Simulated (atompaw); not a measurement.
**What one change does to a pseudopotential (vanadium, PAW (atompaw))**

```json
{
  "Element": "vanadium",
  "Generator": "atompaw 4.2.0.5",
  "Type": "PAW",
  "Functional": "PBEsol",
  "Relativity": "scalar-relativistic",
  "Frozen core": "[Ar]",
  "Valence charge": "5",
  "Reference configuration": "3d4 4s1 4p0",
  "Partial waves": "4s (bound): rc 3.00 bohr; 4s channel at 0.5 Ry: rc 3.00 bohr; 4p (bound, empty): rc 3.00 bohr; 4p channel at 1.55 Ry: rc 3.00 bohr; 3d (bound): rc 1.90 bohr; 3d channel at 1.55 Ry: rc 1.90 bohr",
  "Local potential": "ultrasoft scheme with l = 3 at 0 Ry, radius 2.55 bohr",
  "Core correction": "smooth core density matched at 1.90 bohr",
  "Augmentation charge": "besselshape compensation charge, radius 2.65 bohr; PAW radius 3.00 bohr; waves and projectors: custom rrkj gramschmidtortho"
}
```

Change: local potential ultrasoft scheme with l = 3 at 0 Ry, radius 2.02 bohr.

Cutoffs: the cutoffs (Ry, on a coarse ladder) from which the occupation-weighted sum of valence levels, in a spherical-Bessel basis at the reference potential, stays within 10 and 1 mRy of its value at 400 Ry; they do not see the model core or the augmentation charge, which bear on the density cutoff.

What does the change do?

The potential gets harder (25 Ry and 40 Ry → 30 Ry and 40 Ry); the range in which the s phases agree narrows (upper end 2.5 → 1.3); neither file shows a bound ghost.

| quantity | base | changed |
| --- | --- | --- |
| cutoff, loose | 25 Ry | 30 Ry |
| cutoff, tight | 40 Ry | 40 Ry |
| bound ghosts | none | none |
| s: phases at 3.01 bohr within 0.05 rad from the reference energy up to (Ry; the scan ends near 5) | 2.5 | 1.3 |
| p: phases at 3.01 bohr within 0.05 rad from the reference energy up to (Ry; the scan ends near 5) | 3.4 | 3.3 |
| d: phases at 3.01 bohr within 0.05 rad from the reference energy up to (Ry; the scan ends near 5) | to the end of the scan | to the end of the scan |
| lowest overlap eigenvalue by channel | s 0.39, p 0.61, d 0.29 | s 0.33, p 0.57, d 0.31 |

 The cutoffs see the waves, projectors and local potential, not the compensation charge or the core.
